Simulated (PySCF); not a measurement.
CHO2 (SMILES O=[C]O), doublet, at a GFN2-xTB geometry, with bond 1-2 at 1.6 times its length. Base run: BLYP/6-31G** (PySCF).

Geometry (Å):
```xyz
4

O      1.3811    -1.2476    -0.2176
C      0.2722     0.2590     0.1681
O     -0.9793     0.5132    -0.0009
H     -1.5205    -0.1982    -0.4174
```
Charge 0, spin multiplicity 2.
Orbitals are unrestricted.
All else is at PySCF's defaults.
Base energy -188.89092 Eh.

Variants of this job, named by their change:

| change | ΔE vs base (µEh) | SCF cycles | <S^2> | outcome |
|---|---|---|---|---|
| base | 0.0 | 17 | 0.762 | converged |
| init_guess = sap | 0.0 | 22 | 0.762 | converged |
| diis = off; damp = 0.6 (with mf.diis_start_cycle = 200; with mf.max_cycle = 150) | - | 150 | - | not converged |
| damp = 0.5; diis_start_cycle = 5 | - | 27 | - | not converged |
| conv_tol_grad = 1e-7 | 0.0 | 21 | 0.762 | converged |
| conv_tol = 1e-12 | 0.0 | 20 | 0.762 | converged |
| diis_space = 4 | 0.0 | 23 | 0.762 | converged |
| conv_tol = 1e-6 | 0.3 | 13 | 0.762 | converged |
| solver = newton | 0.0 | - | 0.762 | converged |
| solver = newton; init_guess = 1e | 0.0 | - | 0.762 | converged |
| conv_tol_grad = 1e-3 | 0.0 | 17 | 0.762 | converged |
| conv_tol = 1e-7 | 0.4 | 14 | 0.762 | converged |
| diis_space = 12 | 0.0 | 16 | 0.762 | converged |

Open shells are given as the SCF converged; they aren't shown to be the lowest states, and a large step between rows can be another state.
